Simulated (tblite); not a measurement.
C₄H₁₁FO₂Si.
Numbering: `[CH3:1][O:2][SiH2:3][O:4][C@@H:5]([CH3:6])[CH2:7][F:8]` (hydrogens: H9, H10, H11 on C1; H12, H13 on Si3; H14 on C5; H15, H16, H17 on C6; H18, H19 on C7)

Structure optimised with GFN2-xTB, isolated species.

Q: What internal coordinates does the optimisation give?

A: 
```tsv
bond	length (Å)	order
C1–O2	1.390	single
O2–Si3	1.610	single
Si3–O4	1.612	single
O4–C5	1.393	single
C5–C6	1.525	single
C5–C7	1.532	single
C7–F8	1.372	single
C1–H9, C1–H10, C1–H11	1.092	single
Si3–H12	1.467	single
Si3–H13	1.467	single
C5–H14	1.099	single
C6–H15, C6–H16, C6–H17	1.087	single
C7–H18	1.094	single
C7–H19	1.094	single
```

Bonds in one row agree within 0.01 Å and their mean is given. Orders are formal, as drawn. A selection of angles:
```tsv
angle	degrees
C1–O2–Si3	126.1
O2–Si3–O4	98.9
Si3–O4–C5	126.5
O4–C5–C6	110.9
O4–C5–C7	107.1
C6–C5–C7	111.2
C5–C7–F8	110.3
```

Dihedral angles: C1–O2–Si3–O4 180° (antiperiplanar); O2–Si3–O4–C5 -176° (antiperiplanar); Si3–O4–C5–C6 91° (anticlinal); O4–C5–C7–F8 172° (antiperiplanar).

Si3 (oxygen-bound silicon) is distorted tetrahedral (angles from 98.9° to 113.2°). Of the pairs four or more bonds apart, F8···H16 is among the closest relative to their van der Waals radii: 2.63 Å, 98 % of the sum of Bondi's values. O4 (silyl ether oxygen) is bent (angle 126.5°).

Point group: C1 (no symmetry element, even within 0.4 Å). Its GFN2-xTB frequencies are all real (lowest 24 cm⁻¹). The numbers are those of one conformer. 3 starts were optimised and ended at 0.00, 2.19 and 3.16 kcal/mol (GFN2-xTB); the lowest of these is shown.

All values are computed, not measured.
